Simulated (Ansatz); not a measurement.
Relaxation of AlClF₂H₂O (7 atoms, charge 0, multiplicity 1), to a largest force component of 0.03 eV/Å in at most 50 steps.

Level of theory: RKS r2SCAN-D4/def2-SVP (Ansatz 0.2.0).

```xyz
7
Properties=species:S:1:pos:R:3
Al 0.081 0.330 -0.024
Cl -0.019 0.385 2.160
F 1.504 0.659 -0.785
F -1.334 0.223 -0.865
O 0.135 -2.525 0.725
H -0.754 -2.880 0.575
H 0.075 -2.131 1.628
```

Question: Where does it end, and by what steps?

Answer: The run converged. After 12 steps the energy has fallen by 1.093 eV; H6 moved furthest, 0.61 Å. Joined: Al1–O5 (2.95 → 1.95 Å).

```
step  energy less start (eV)  largest force component (eV/Å)  accepted
   0                  0.0000                           1.491       yes
   1                 -0.2903                           1.153       yes
   2                 -0.6172                           1.550       yes
   3                 -0.9481                           1.117       yes
   4                 -1.0425                           0.553       yes
   5                 -1.0756                           0.220       yes
   6                 -1.0856                           0.127       yes
   7                 -1.0871                           0.241       yes
   8                 -1.0906                           0.109       yes
   9                 -1.0917                           0.082       yes
  10                 -1.0925                           0.054       yes
  11                 -1.0929                           0.040       yes
  12                 -1.0931                           0.005       yes
```

```xyz
7
Properties=species:S:1:pos:R:3
Al 0.064 -0.072 0.203
Cl -0.027 0.630 2.194
F 1.446 0.248 -0.660
F -1.368 -0.177 -0.652
O 0.124 -1.984 0.592
H -0.648 -2.420 0.190
H 0.099 -2.164 1.547
```

Whether the end is a true minimum wasn't checked by a vibrational analysis.

The run took 46 s on 2 threads of AMD EPYC 7R43 64-Core Processor (Zen 3), with other jobs on the host, peak memory 0.18 GiB.
